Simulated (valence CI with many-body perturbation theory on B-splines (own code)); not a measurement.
## Ho35+ in brief

Level of theory: valence CI with perturbative core correlation (CI+MBPT): four valence electrons over a frozen Dirac-Fock core [Ar] 3d10, radial functions for each j: 11 s, 11 p, 9 d, 7 f, 5 g, 2 h, 1 i, with the one-electron correlation potential Σ1 (screened to all orders), the two-electron term Σ2, the three-electron term Σ3, Breit, model QED; selected single and double excitations, second order for the rest (own B-spline code, finite nucleus).

No measured spectrum was set against this ion. As an estimate, large intervals hold to a few tenths of a per cent, small ones and those within an open d or f shell to about a per cent.

Levels are named by their leading jj configuration (3d3/2^4 stands for four electrons in 3d with j = 3/2), which in mixed levels can hold well under half, so a name can repeat and another be missing.

Rates and lifetimes use the calculated energies. Strong lines usually hold to 10 to 20 %, long lifetimes can be off by a factor of two.

**Question.** What is the ground level?

**Answer.** (4s^2 4p1/2^2) J=0, composition 71 % 4s2 4p2 3P + 28 % 4s2 4p2 1S.

**Question.** How well does LS coupling describe the low levels?

**Answer.** Among the lowest 20 levels the leading LS term, summed over configurations, holds 59 % on average. For single configurations the figures are 55 % in LS and 83 % in jj coupling. Terms mix most in the J = 1 level at 1657000 cm⁻¹, where the leading one holds 35 %.

**Question.** Name the longest-lived excited levels whose lifetime is computed, and their main decay.

**Answer.** (4s^2 4p1/2 4p3/2) J=2 at 450460 cm⁻¹ lives 56.6 μs, mostly by E2 to (4s^2 4p1/2^2) J=0; (4s^2 4p3/2 4d5/2) J=4 at 2018800 cm⁻¹ lives 1.23 μs, mostly by M1 to (4s^2 4p1/2 4d5/2) J=3; (4s^2 4p1/2 4p3/2) J=1 at 420880 cm⁻¹ lives 1.05 μs, mostly by M1 to (4s^2 4p1/2^2) J=0.

**Question.** Where does the other parity begin?

**Answer.** At (4s 4p1/2^2 4p3/2) J=2, 1055900 cm⁻¹.

**Question.** Among levels below 2925300 cm⁻¹, which E1 lines absorb most strongly from the ground level?

**Answer.** to (4s^2 4p1/2 4d3/2) J=1 at 6.396 nm, f = 1.15; to (4s 4p1/2^2 4p3/2) J=1 at 8.638 nm, f = 0.491; to (4s 4p1/2 4p3/2^2) J=1 at 6.179 nm, f = 0.275.

**Question.** What are the static dipole polarisabilities of the lowest levels?

**Answer.** (4s^2 4p1/2^2) J=0 0.0546; (4s^2 4p1/2 4p3/2) J=1 0.0619 (tensor 0.0023); (4s^2 4p1/2 4p3/2) J=2 0.0617 (tensor 0.0041) bohr³, of which the core gives 0.00352.

**Question.** What is the ionisation energy?

**Answer.** 1547.3 eV; NIST lists 1545 ± 5 eV (theoretical).
